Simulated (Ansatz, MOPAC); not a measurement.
Diatomic TiH, multiplicity 4 (the spin of the measured ground state). No spin–orbit coupling. Ti is treated without relativity. The T1 diagnostic near the minimum is 0.056, so single-reference values are doubtful.

The constants come from a fifth-degree fit in 1/R (seven points, main isotopes). In def2 and cc sets the state is the lowest found near the PBE0 minimum, followed along R.

Correlated levels freeze the inner cores; with def2 sets outer-core shells near the valence are correlated too. CBS: X⁻³ extrapolation of the correlation energy, Hartree–Fock from the larger set. The state that PM7 reach isn't checked; PM7 holds dispersion and hydrogen-bond terms.

The values were computed with Ansatz (Gaussian basis) for Hartree–Fock, density functionals and correlated methods; MOPAC for PM7 (differences of heats of formation). Values without a source in brackets are computed.

D_e counts from each atom's lowest state at the same level, without counterpoise or zero-point energy.

```tsv
level	r_e (Å)	ω_e (cm⁻¹)	ω_e x_e (cm⁻¹)	D_e (eV)	dipole (D)
PM7	1.698	1744	13	-	-
SVWN5/def2-TZVPP	1.733	1580	24	3.06	2.50
PBE/def2-TZVPP	1.752	1552	24	2.73	2.59
B3LYP/def2-TZVPP	1.758	1568	23	2.68	2.74
PBE0/def2-TZVPP	1.756	1576	22	2.67	2.73
BHLYP/def2-TZVPP	1.775	1567	21	2.32	2.65
B2PLYP/def2-TZVPP	1.753	[?]	22	-	-
CCSD(T)/CBS(def2-TZVPP, def2-QZVPP)	[?]	[?]	32	-	-
```

Question: Complete the blanks.

Answer: 
- CCSD(T)/CBS(def2-TZVPP, def2-QZVPP), r_e (Å): 1.760
- CCSD(T)/CBS(def2-TZVPP, def2-QZVPP), ω_e (cm⁻¹): 1666
- B2PLYP/def2-TZVPP, ω_e (cm⁻¹): 1598

Measured for the ground state: D_0 2.082 ± 0.091 eV (a handbook's tabulated 298 K bond energy less 3RT/2; such tables hold older values) [Luo, bond dissociation energies, CRC Handbook]. dipole 2.455 D [compilation of Liu, Meijer and Pérez-Ríos].

Doubts at one or more of the structures used: T1 above 0.05 (CCSD(T)/CBS(def2-TZVPP, def2-QZVPP)).

Ansatz is a program for electronic structure.
